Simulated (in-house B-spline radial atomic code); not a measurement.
Relativistic effects in In VIII (In7+), [Kr] 4d6: non-relativistic Hartree-Fock (point nucleus) against Dirac-Hartree-Fock (Fermi nucleus of rms radius 4.6156 fm), both averages of the configuration, computed with a radial B-spline atomic code at the basis-set limit.

```csv
orbital,ε NR (Eh),ε Dirac (Eh),<r> NR (bohr),<r> Dirac (bohr),change of <r> (%)
1s1/2,-1002.2,-1037.1,0.03105,0.02971,-4.3
2s1/2,-153.77,?,0.1341,?,?
2p1/2,-143.54,-151.21,0.1147,0.1085,-5.3
2p3/2,-143.54,-143.42,0.1147,0.1138,-0.8
3s1/2,-33.92,-35.711,0.3591,0.3461,-3.6
3p1/2,-29.674,-31.189,0.3508,0.3377,-3.7
3p3/2,-29.674,-29.737,0.3508,0.3484,-0.7
3d3/2,-21.888,-21.819,0.323,0.321,-0.6
3d5/2,-21.888,-21.526,0.323,0.3244,+0.4
4s1/2,-8.9566,?,0.8554,?,?
4p1/2,-7.4119,-7.696,0.8971,0.8705,-3.0
4p3/2,-7.4119,-7.42,0.8971,0.8936,-0.4
4d3/2,-4.9501,-4.9319,1.01,1.009,-0.1
4d5/2,-4.9501,-4.8899,1.01,1.018,+0.8
```

Task: What happens to 2s1/2?

Result: Its energy goes to -162.31 hartree and <r> to 0.1279 bohr (-4.62 %).

Task: What happens to 4s1/2?

Result: Its energy goes to -9.3248 hartree and <r> to 0.8302 bohr (-2.95 %).

Task: What explains the pattern of contraction and expansion?

Result: Expansion is seen in 3d5/2, 4d5/2. The s and p1/2 orbitals contract directly, screen the nucleus better, and so push out orbitals that have little density near the nucleus; spin-orbit coupling adds to this for j = l + 1/2 and opposes it for j = l - 1/2.

Task: By how much does the total energy change?

Result: By -140.34 hartree, from -5726.159 to -5866.495.
